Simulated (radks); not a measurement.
Results of a calculation; reference values are marked as such.
Numerical settings for the molybdenum ion Mo31+, [Ne] 3s1. Level of theory: scalar-relativistic Kohn-Sham, r2SCAN, spin-unpolarised, spherical densities, finite nucleus; meta-GGA in the generalised Kohn-Sham scheme; Fermi nuclear charge, rms radius 4.4091 fm (a radial shooting solver on a logarithmic mesh with Libxc functionals). The defaults (mesh step 0.008 in ln r, mesh end at 40 bohr or more with all orbitals vanishing there, Anderson mixing 0.5 over 9 steps, residual threshold near 1e-9 with the energy settled to 1e-9 hartree or 1e-11 of itself, here a cap of 95 iterations) give E = -3307.508 hartree and 3s at -1760.6 eV in 12 iterations. Run on one thread of a shared host, so times are rough (Arm Neoverse V1): 0.05 s of CPU time, 0.05 s wall, 12 iterations on 2189 mesh points. One setting is changed at a time: mesh step in ln r 0.02; mesh step in ln r 0.012; mesh step in ln r 0.05; mesh end (bohr) 2; mesh end (bohr) 12; residual threshold 1e-16; residual threshold 1e-13; mixing 0.05; linear mixing, mixing 1; linear mixing, mixing 0.2; mixing history 2; iteration cap 2. Which runs fail to converge, and which converge to a wrong energy?

Answer. Not converged within the cap: residual threshold 1e-16; residual threshold 1e-13; linear mixing, mixing 1; iteration cap 2. No run marked as converged misses the energy by more than 1 mhartree.
